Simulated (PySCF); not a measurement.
## J couplings in SMILES FC(F)C(F)(F)CI, C₃H₃F₄I

Geometry:
```
atom   x (Å)   y (Å)   z (Å)
  F1  -1.117   1.680  -0.234
  C2  -0.898   0.741   0.702
  F3  -0.044   1.235   1.614
  C4  -0.276  -0.498   0.045
  F5  -1.188  -0.975  -0.826
  F6  -0.113  -1.416   1.018
  C7   1.028  -0.184  -0.641
  I8   1.909  -1.892  -1.581
  H9  -1.851   0.473   1.190
 H10   0.858   0.569  -1.420
 H11   1.745   0.195   0.095
```

Calculated values (PySCF 2.14 with density-fitted X2C routines): indirect couplings, PBE/pcJ-1 (dyall-v2z on I), gas phase, Gaussian nuclear model, PBE0-D3(BJ)/def2-SVP geometry.

Non-relativistic values:
| coupling | atoms | J (Hz) |
| --- | --- | --- |
| 1J(127I,13C) | I8 – C7 | -98.8 |
| 2J(127I,13C) | I8 – C4 | 3.6 |
| 2J(127I,1H) | I8 – H10/H11 | 19.7 |
| 3J(127I,13C) | I8 – C2 | -3.0 |
| 3J(127I,19F) | I8 – F5/F6 | -8.2 |
| 4J(127I,19F) | I8 – F1/F3 | -2.9 |
| 4J(127I,1H) | I8 – H9 | 1.2 |

Task: What do scalar relativity and two-component X2C with spin–orbit coupling give?

Result: 
```json
{"coupling": "1J(127I,13C)", "atoms": "I8 – C7", "scalar (Hz)": "-143.8", "with spin–orbit (Hz)": "-102.0"}
{"coupling": "2J(127I,13C)", "atoms": "I8 – C4", "scalar (Hz)": "5.7", "with spin–orbit (Hz)": "2.3"}
{"coupling": "2J(127I,1H)", "atoms": "I8 – H10/H11", "scalar (Hz)": "27.6", "with spin–orbit (Hz)": "20.0"}
{"coupling": "3J(127I,13C)", "atoms": "I8 – C2", "scalar (Hz)": "-5.7", "with spin–orbit (Hz)": "-3.9"}
{"coupling": "3J(127I,19F)", "atoms": "I8 – F5/F6", "scalar (Hz)": "-16.7", "with spin–orbit (Hz)": "-12.2"}
{"coupling": "4J(127I,19F)", "atoms": "I8 – F1/F3", "scalar (Hz)": "-3.9", "with spin–orbit (Hz)": "-0.9"}
{"coupling": "4J(127I,1H)", "atoms": "I8 – H9", "scalar (Hz)": "0.3", "with spin–orbit (Hz)": "1.2"}
```

The largest listed coupling, 1J(127I,13C), ends at 1.03 times its non-relativistic value: scalar relativity adds -44.9 Hz and spin–orbit coupling +41.7 Hz. Equivalent partners are averaged, as under fast rotation. Couplings to strongly quadrupolar nuclei (127I) are seldom resolved in solution.
